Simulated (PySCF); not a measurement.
What each rung costs, and what it gives

Saddle point of SiNH$_{5}$ClF, closed shell (SiNH₄Cl ([NH2][SiH2][Cl]) + HF → SiH₂ClF ([F][SiH2][Cl]) + NH₃; bonds formed: Si1–F7, N2–H6; bonds broken: Si1–N2, H6–F7), PBE0-D4/def2-TZVP structure:

Si1  (-0.746, -0.336, -0.127)
N2  (1.064, 0.013, -0.071)
H3  (-0.766, -1.406, -1.170)
H4  (-1.288, -0.984, 1.079)
Cl5  (-1.791, 1.123, -1.113)
H6  (0.735, 0.800, 0.772)
F7  (-0.287, 1.163, 1.327)
H8  (1.441, 0.390, -0.933)
H9  (1.639, -0.762, 0.237)
(Å)

Barriers are electronic and count from the start structure reached by relaxing down the imaginary mode.

Computed with PySCF 2.14 with density fitting (its default auxiliary sets; JK sets also for MP2 and CCSD(T)) (basis: as named in each row); correlated methods freeze the cores. B3LYP uses VWN-RPA correlation. Extrapolation: Hartree–Fock as exp(−7.88 √X), correlation as X^−2.97.

Times are rough, for one single point on 4 threads of a shared host (Intel Xeon Platinum 8488C).

The estimate by CCSD(T) at an estimated basis limit (MP2 extrapolated from triple and quadruple zeta, plus CCSD(T) − MP2 in triple zeta) is 19.80 kcal/mol.

```json
{"method": "HF", "basis": "STO-3G", "time (s)": "under 1", "barrier (kcal/mol)": "39.42", "method less estimate": "19.62"}
{"method": "B3LYP-D4", "basis": "6-31G", "time (s)": "3", "barrier (kcal/mol)": "6.97", "method less estimate": "-12.83"}
{"method": "PBE0-D4", "basis": "def2-SVP", "time (s)": "4", "barrier (kcal/mol)": "13.12", "method less estimate": "-6.68"}
{"method": "PBE-D4", "basis": "def2-SVP", "time (s)": "4", "barrier (kcal/mol)": "9.26", "method less estimate": "-10.54"}
{"method": "MP2", "basis": "def2-QZVPP", "time (s)": "4", "barrier (kcal/mol)": "19.23", "method less estimate": "-0.57"}
{"method": "SPW92", "basis": "def2-TZVPP", "time (s)": "7", "barrier (kcal/mol)": "8.43", "method less estimate": "-11.37"}
{"method": "PBE0-D4", "basis": "def2-TZVPP", "time (s)": "8", "barrier (kcal/mol)": "17.05", "method less estimate": "-2.75"}
{"method": "B3LYP-D4", "basis": "def2-TZVPP", "time (s)": "8", "barrier (kcal/mol)": "18.70", "method less estimate": "-1.10"}
{"method": "BHLYP-D4", "basis": "def2-TZVPP", "time (s)": "9", "barrier (kcal/mol)": "21.41", "method less estimate": "1.62"}
{"method": "PBE-D4", "basis": "def2-TZVPP", "time (s)": "9", "barrier (kcal/mol)": "14.19", "method less estimate": "-5.60"}
{"method": "r2SCAN-D4", "basis": "def2-TZVPP", "time (s)": "18", "barrier (kcal/mol)": "15.38", "method less estimate": "-4.42"}
{"method": "CCSD(T)", "basis": "def2-SVP", "time (s)": "23", "barrier (kcal/mol)": "18.67", "method less estimate": "-1.13"}
{"method": "wB97M-V", "basis": "def2-TZVPP", "time (s)": "160", "barrier (kcal/mol)": "17.08", "method less estimate": "-2.71"}
{"method": "CCSD(T)", "basis": "def2-TZVPP", "time (s)": "310", "barrier (kcal/mol)": "19.89", "method less estimate": "0.09"}
```

All methods are single points on the PBE0-D4 structures.

No T1 diagnostic of these runs exceeds 0.011.

Steps of this kind, hydrogen fluoride cutting a network bond, underlie vapour etching and the fluorination step of atomic layer etching.

Labels in which every atom is bracketed show which atoms are joined, not bond orders.
